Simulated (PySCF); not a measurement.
Vertical excitations of a molecule C3H8FNSi from TDA-PBE/def2-SVPD run with PySCF, as energy in eV (oscillator strength): 4.76 (0.003), 5.54 (0.050), 6.22 (0.008), 6.28 (0.007), 6.40 (0.020), 6.47 (0.004), 6.57 (0.056), 6.80 (0.007), 6.84 (0.001), 7.03 (0.009). Lowest triplet (TDA): 3.98 eV. The structure is a stationary point at B3LYP-D3(BJ)/def2-SVP. One conformer was computed; it need not be the lowest.

Task: Pick the molecule that these values belong to.
A) NC/C(F)=C/[SiH3]
B) C[Si]1(F)CNC1
C) C/N=C/[C@H](F)[SiH3]
D) CN([SiH3])/C=C/F

Result: C, C/N=C/[C@H](F)[SiH3]
